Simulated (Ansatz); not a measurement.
The same isomerisation along the group O, Se, Te.

Isolated molecules relaxed with PBE0-D4/def2-TZVP in Ansatz; ΔE leaves out vibrations. CBS: MP2 limit from def2 TZ/QZ plus the TZ coupled-cluster correction, frozen cores. Functionals use def2-TZVPP. def2 core potentials past Kr. For Se, Te outer-core shells are correlated without core-valence functions, which leaves a few kJ/mol of doubt a bond. Scalar relativity is left out up to krypton. One conformer a species, not always the lowest.

| reaction | CCSD(T)/CBS(def2) (kJ/mol) |
| --- | --- |
| `OC1=NC1` → `NC#CO` | 50 |
| `[SeH]C1=NC1` → `NC#C[SeH]` | -8 |
| `[TeH]C1=NC1` → `NC#C[TeH]` | ? |

Task: Fill in the missing values. (Estimate.)

Result: Computed: `[TeH]C1=NC1` → `NC#C[TeH]`: -18.2 kJ/mol.

Largest T1 diagnostic: 0.013, for `OC1=NC1`.
